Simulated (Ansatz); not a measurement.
`[NH2][SnH]([OH])[SiH2]F` and `[NH2][SnH]([OH])[Cl]` differ in one atom or group.

Ansatz, PBE0-D4/def2-TZVP geometries, multiplicity 1. Each molecule was computed in one conformer, which needn't be the lowest.

Elements past krypton have def2 core potentials.

| property | `[NH2][SnH]([OH])[SiH2]F` |
| --- | --- |
| HOMO energy (B3LYP/def2-TZVPP) / eV | -7.10 |
| LUMO energy (PBE/def2-TZVPP) / eV | -1.87 |
| HOMO–LUMO gap (PBE/def2-TZVPP) / eV | 4.14 |
| HOMO energy (PBE0/def2-TZVPP) / eV | -7.33 |
| HOMO–LUMO gap (ωB97M-V/def2-TZVPP) / eV | 10.09 |
| LUMO energy (ωB97M-V/def2-TZVPP) / eV | 0.56 |

**Question.** What does the change do to each property? (Estimate.)

**Answer.** Computed: 
| property | `[NH2][SnH]([OH])[Cl]` | shift |
| --- | --- | --- |
| HOMO energy (B3LYP/def2-TZVPP) / eV | -7.71 | -0.61 |
| LUMO energy (PBE/def2-TZVPP) / eV | -1.92 | -0.05 |
| HOMO–LUMO gap (PBE/def2-TZVPP) / eV | 4.61 | 0.47 |
| HOMO energy (PBE0/def2-TZVPP) / eV | -7.97 | -0.64 |
| HOMO–LUMO gap (ωB97M-V/def2-TZVPP) / eV | 11.26 | 1.17 |
| LUMO energy (ωB97M-V/def2-TZVPP) / eV | 0.95 | 0.39 |

With PBE0 the HOMO falls by 0.64 eV and the LUMO rises by 0.12 eV, so the gap widens by about 0.76 eV. PBE moves the HOMO by -0.52 eV and ωB97M-V by -0.78 eV.

B3LYP here is the variant with VWN-RPA as its local correlation; programs differ in this.
